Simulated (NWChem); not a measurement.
## Lowest excitation of C$_{2}$H$_{3}$B

```xyz
6

B      0.0000     0.0000     1.4048
C      0.0000     0.0000    -0.1026
C      0.0000     0.0000    -1.3365
H      0.0000     0.0000    -2.4193
H     -1.0514     0.0000     2.0151
H      1.0514     0.0000     2.0151
```
Charge 0, spin multiplicity 1.

All runs are NWChem calculations. Structure: optimised with PBE/def2-SVP, a minimum by its harmonic frequencies. It is one conformer; others weren't searched.

Basis set: aug-cc-pVDZ.

Relative cost: rough, from shared machines, SCF included, TD-PBE = 1.

The correlated methods keep 3 core orbitals frozen. B3LYP has NWChem's definition, with VWN1-RPA local correlation. GW and range-separated runs recompute their integrals, the others keep them in memory, which bears on the times. The structure started from a generated list of species. Coupled-cluster values serve here as a point of comparison, not as the truth.

```
method         lowest vertical singlet excitation energy (eV)  relative cost
-------------  ----------------------------------------------  -------------
CIS                                                      4.20        under 3
TDA-CAM-B3LYP                                               ?              3
EOM-CCSD                                                    ?        under 3
TD-B3LYP                                                 3.65        under 3
TD-PBE                                                      ?              1
```

**Question.** Fill in the missing entries.

**Answer.** 
- TDA-CAM-B3LYP, lowest vertical singlet excitation energy (eV): 3.78
- EOM-CCSD, lowest vertical singlet excitation energy (eV): 4.33
- TD-PBE, lowest vertical singlet excitation energy (eV): 3.45
